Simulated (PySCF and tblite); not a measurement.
Results of a calculation; reference values are marked as such.
Stationary points of F₅Ge (charge -1) at PBE0-D3(BJ)/def2-SVP, in Å:

Structure A

```
 1 F     1.442   -0.738   -0.733
 2 Ge    0.001    0.000   -0.003
 3 F    -1.440    0.739    0.726
 4 F     0.820    1.549    0.048
 5 F    -0.941   -0.444   -1.413
 6 F     0.121   -1.104    1.353
```

Structure B

```
 1 F     1.625   -0.612   -0.373
 2 Ge    0.015    0.007    0.022
 3 F    -1.176    0.824    1.045
 4 F     0.625    1.613   -0.399
 5 F    -0.920   -0.435   -1.376
 6 F    -0.170   -1.398    1.080
```

The path came from a restrained scan, a climbing-image band and a saddle search at GFN2-xTB; energies are PBE0/pcSseg-1 + D3(BJ)//PBE0-D3(BJ)/def2-SVP, thermal terms GFN2-xTB.

Problem. Which structure is a saddle point, and along which motion?

Solution. B: one imaginary mode (49i cm⁻¹ at GFN2-xTB, mostly on F1, F3, F6), along the Berry pseudorotation at Ge2 with F5 as pivot.

Problem. Give their symmetry and energies above the lowest.

Solution. A D3h, 0.0 kcal/mol; B C4v, 2.3 kcal/mol.

The ion is treated without a counter-ion. Spin–orbit effects of heavy atoms on shieldings are missing.
